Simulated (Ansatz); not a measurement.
Harmonic frequencies (cm⁻¹) at PBE0-D4/def2-TZVP from Ansatz: 42, 104, 149, 204, 284, 386, 471, 492, 579, 628, 649, 688, 731, 762, 886, 890, 939, 1074, 1274, 1359, 1452, 1453, 1627, 2176, 2195, 3055, 3140, 3143, 3598, 3705.

Each molecule was computed in one conformer, which needn't be the lowest.

Question: Which molecule is it?
A. `C[SiH](N)BCl`
B. `BN(C)[SiH2]Cl`
C. `C[SiH2]B(N)Cl`
D. `C[SiH2]NBCl`

Answer: C.
